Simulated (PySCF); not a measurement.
# Correlation energy of Nb⁺ (niobium, charge +1)

[Kr] 4d4, high-spin 5D determinant. Calculation: PySCF 2.14, in def2-TZVPPD with the def2 core potential (28 electrons); a scalar-relativistic core potential. Frozen: 4s2 4p6; 4 electrons correlated.

```csv
level,correlation energy (mhartree)
CCSD,-40.08
(T),-0.57
CCSD(T),-40.65
```

Diagnostics: T1 = 0.0035, D1 = 0.0060, largest double amplitude 0.028.

**Question.** Is a single reference adequate?

**Answer.** Yes, within this model without spin-orbit coupling: T1 lies below 0.03 and no double amplitude reaches 0.07.
